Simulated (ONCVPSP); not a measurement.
**Before and after: ONCV potential for N (Z = 7)**

ONCVPSP 4.0.1 input, shortened (lines: element, Z, core and valence counts, functional; n l f; lmax; l rc ep ncon nbas qcut; lloc lpopt rc5 dvloc0; l nproj debl; icmod fcfact rcfact), BLYP, scalar-relativistic:

```
  N 7.00    1    2  -106131      upf
    1    0    2.00
    2    0    2.00
    2    1    2.75
    2
    0    0.85    0.00    4    8    8.30
    1    2.10    0.00    5    8    7.40
    2    2.00    0.03    4    7    4.50
    4    2    0.70    3.00
    0    3    3.90
    1    2    1.90
    2    2    2.60
    3    4.50    1.65
```

Change: all radii but the core radius scaled by about 0.95 (s 0.82, p 2.00, d 1.90 bohr); local potential polynomial inside 0.66 bohr (lpopt 2, dvloc0 3 Ha).

Cutoffs: the cutoffs (Ha) at which the residual kinetic energy of the hardest occupied pseudo-wave falls to 1 and 0.1 mHa per electron; they do not see the model core or the augmentation charge, which bear on the density cutoff. Errors are all-electron minus pseudo energies relative to the spin-unpolarised reference configuration.

**Question.** How do hardness, ghosts and transferability respond?

**Answer.** The potential gets neither clearly harder nor softer (30 Ha and 55 Ha → 30 Ha and 51 Ha); both files keep a bound ghost (s); of the 4 tests that both files solve, the error grows in 0 and shrinks in 3 by more than 15 % and 0.3 meV (median size 17.1 → 14.2 meV). Less of the atom is replaced, so other configurations are described better.

```tsv
quantity	base	changed
cutoff, loose	30 Ha	30 Ha
cutoff, tight	55 Ha	51 Ha
loose cutoff by channel	s 30 Ha, p 18 Ha	s 30 Ha, p 19 Ha
bound ghosts	s	s
GHOST(+) flags under 300 eV	none	none
error for 2s2 2p3, meV [ΔE -2.14 eV]	+1.6	+1.3
error for 2s2 2p2, meV [ΔE 11.43 eV]	+32	+27
error for 2s2 2p1, meV [ΔE 40.30 eV]	+329	+280
error for 2s2 2p2.5, meV [ΔE 2.94 eV]	+2.3	+1.9
rms error of d²Exc/dni dnj with the model core, mHa	1.48	1.45
```

 A true bound ghost makes a file unfit for plane-wave use even where its test errors are small: the radial tests pick states by their node count and pass the ghost by.
